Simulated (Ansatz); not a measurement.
`O/C=C1\[SiH2][SiH]1F`. The species carries charge 0 and has multiplicity 1. All single points use the PBE0-D4/def2-TZVP geometry. It is one conformer, not always the lowest.

```xyz
11

O    -1.748    2.032    0.011
C    -0.511    1.546    0.188
C    -0.130    0.280    0.021
Si   -0.982   -1.290   -0.719
Si    1.352   -0.683    0.074
F     2.599   -0.308   -0.843
H    -2.324    1.323   -0.303
H     0.159    2.345    0.494
H    -0.969   -2.087    0.586
H     0.681   -1.858   -0.814
H     1.874   -1.300    1.306
```

Task: What is the dipole moment at ωB97M-V/def2-TZVPP? (Best estimate.)

Result: Computed: 1.10 D, with components (0.03, 0.25, 1.08) D in this frame, pointing from negative to positive charge.

Task: And with PBE, r2SCAN, B3LYP? (Best estimate.)

Result: The calculation gave: PBE 1.06 D, r2SCAN 1.15 D, B3LYP 1.10 D.

Task: Give the Mulliken charges with ωB97M-V, r2SCAN, PBE in def2-TZVPP. (Estimate.)

Result: Computed: 
```tsv
atom	ωB97M-V	r2SCAN	PBE
O1	-0.25	-0.28	-0.22
C2	0.10	0.11	0.02
C3	-0.30	-0.29	-0.14
Si4	-0.04	0.02	-0.07
Si5	0.54	0.63	0.48
F6	-0.30	-0.31	-0.26
H7	0.19	0.22	0.20
H8	0.12	0.09	0.11
H9	-0.03	-0.08	-0.04
H10	-0.03	-0.06	-0.03
H11	-0.01	-0.06	-0.05
```

B3LYP here is the variant with VWN-RPA as its local correlation; programs differ in this.
